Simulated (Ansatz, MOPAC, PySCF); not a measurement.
Lewis adduct: BH3 (SMILES B) (first 4 atoms) with C2H6O (SMILES COC); geometry from B3LYP-D3(BJ)/def2-TZVP.
(charge 0, multiplicity 1):
```xyz
13

B      0.149     0.227     1.095
H      1.281     0.513     0.806
H     -0.686     1.020     0.750
H     -0.144    -0.931     0.901
C     -1.164     0.176     3.324
O      0.138     0.364     2.745
C      1.153    -0.424     3.390
H     -1.110     0.408     4.388
H     -1.493    -0.853     3.168
H     -1.831     0.862     2.814
H      1.163    -0.179     4.452
H      2.095    -0.156     2.923
H      0.948    -1.485     3.238
```

Monomers are frozen at their geometry in the pair; levels with a basis set take the counterpoise correction. Rows marked so take none.

Rows in 6-31G* carry no dispersion term and start afresh at each structure (6-31G* with six Cartesian d functions). The state that PM3, PM7 reach isn't checked; PM7 holds dispersion and hydrogen-bond terms.

The values were computed with Ansatz (an electronic-structure program); MOPAC for PM3, PM7 (differences of heats of formation); PySCF for 6-31G* rows, the dispersion terms. Each number belongs to the level named beside it.

### Question
One of these levels gives -28.21 kcal/mol for the interaction energy. Which one is it?
A. revPBE-D4/def2-TZVPPD
B. PM3
C. PM7
D. HF/6-31G* (no counterpoise)

### Answer
C, PM7. The others give -41.16 (PM3), -24.11 (HF/6-31G* (no counterpoise)), -32.64 (revPBE-D4/def2-TZVPPD)
